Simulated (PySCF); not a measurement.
Vertical excitations of a molecule C₄H₉NS from TDA-M06-2X/def2-SVPD run with PySCF, as energy in eV (oscillator strength): 5.13 (0.001), 5.62 (0.000), 6.00 (0.235), 6.23 (0.039), 6.70 (0.002), 7.00 (0.006), 7.18 (0.000), 7.28 (0.036), 7.44 (0.080), 7.58 (0.002). Lowest triplet (TDA): 4.43 eV. Coordinates come from a B3LYP-D3(BJ)/def2-SVP optimisation. The values are those of a single conformer.

Identify the compound among the candidates.
A. C/N=C(\C)SC
B. CC/N=C\SC
C. C/C=N\CSC
D. C[C@@H]1SCN1C

A, C/N=C(\C)SC
